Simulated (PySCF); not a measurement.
## What went wrong, or what changed?

The sound run of [TlI2]+ (singlet) uses PySCF 2.14.0, RKS B3LYP, Tl def2-SVP with ECP60, I def2-SVP with ECP28; non-relativistic Hamiltonian with scalar-relativistic core potentials where named; density fitting; no spin-orbit coupling, grid (50, 194), threshold 1e-8 and 55 cycles at the relaxed geometry:
```xyz
3

Tl    0.0000    0.0000    0.0000
I     0.0000    0.0000    2.6607
I     0.0000    0.0000   -2.6607
```
This run, with dm0 from free metal ions and neutral atoms, differs:

```python
mol = gto.M(atom='''
Tl     0.00000    -0.00000    -0.00000
I      0.00000    -0.00000     1.10000
I      0.00000     0.00000    -2.66070''',
    basis={'Tl': 'def2-SVP', 'I': 'def2-SVP'},
    ecp={'Tl': 'def2-SVP', 'I': 'def2-SVP'},
    charge=1, spin=0)
mf = dft.RKS(mol, xc='B3LYP')
mf.grids.atom_grid = (50, 194)
mf = mf.density_fit()  # fitting sets: Tl def2-universal-JKFIT, I def2-universal-JKFIT
mf.conv_tol = 1e-08; mf.max_cycle = 79
mf.kernel(dm0)
mf.nuc_grad_method().kernel()
```

Question: What was changed, and how did it end?

Answer: One atom was put far too close to the first. It converged in 9 cycles, 277.805 eV from the sound run, largest force component 1213.52 eV/Å. The cycle limit differs too. These settings are unsound on purpose: the numbers aren't the compound's.
```
init E= -769.458021668106
cycle= 1 E= -757.662674698804  delta_E= 11.8  |g|= 0.54  |ddm|=  5.6
cycle= 2 E= -757.536088270358  delta_E= 0.127  |g|= 0.736  |ddm|= 5.03
cycle= 3 E= -757.737638519174  delta_E= -0.202  |g|= 0.16  |ddm|= 3.17
cycle= 4 E= -757.747255731723  delta_E= -0.00962  |g|= 0.063  |ddm|= 0.533
cycle= 5 E= -757.748627859549  delta_E= -0.00137  |g|= 0.0132  |ddm|= 0.145
...
cycle= 7 E= -757.748682679759  delta_E= -1.97e-06  |g|= 0.000225  |ddm|= 0.00936
cycle= 8 E= -757.748682708514  delta_E= -2.88e-08  |g|= 9.14e-05  |ddm|= 0.00123
cycle= 9 E= -757.748682712816  delta_E= -4.3e-09  |g|= 8.07e-06  |ddm|= 0.000325
Extra cycle  E= -757.748682712828  delta_E= -1.18e-11  |g|= 6.9e-06  |ddm|= 4.39e-05
converged SCF energy = -757.748682712828
```

Run from Python with OMP_NUM_THREADS=2; the lines above give its settings.
It took 3.5 s on 2 threads of Arm Neoverse V1 (shared host).
